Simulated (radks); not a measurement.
The numbers below are computed, except where a source is named.
The mean radii <r> (bohr) of the occupied orbitals of an atom or ion are listed with their occupations. Code: a radial shooting solver on a logarithmic mesh with Libxc functionals. Model: scalar-relativistic Kohn-Sham, OLYP, spin-unpolarised, spherical densities, point nucleus.

| orbital | occ. | <r> |
|---|---|---|
| 1s | 2 | 0.03040 |
| 2s | 2 | 0.1316 |
| 2p | 6 | 0.1149 |
| 3s | 2 | 0.3580 |
| 3p | 6 | 0.3567 |
| 3d | 10 | 0.3340 |
| 4s | 2 | 0.8661 |
| 4p | 6 | 0.9336 |
| 4d | 7 | 1.115 |
| 5d | 2 | 3.285 |

Name the element and its charge.

Answer. Z = 48, cadmium, charge +3: Cd3+ in [Kr] 4d7 5d2. The 1s radius gives Z: for a bare nucleus <r> = (2 gamma + 1)/(2Z) with gamma = sqrt(1 - (Z/c)^2), 0.02993 bohr for Z = 48, and screening makes it slightly larger (0.03040 here). The occupations add up to 45, and the charge is Z minus that.
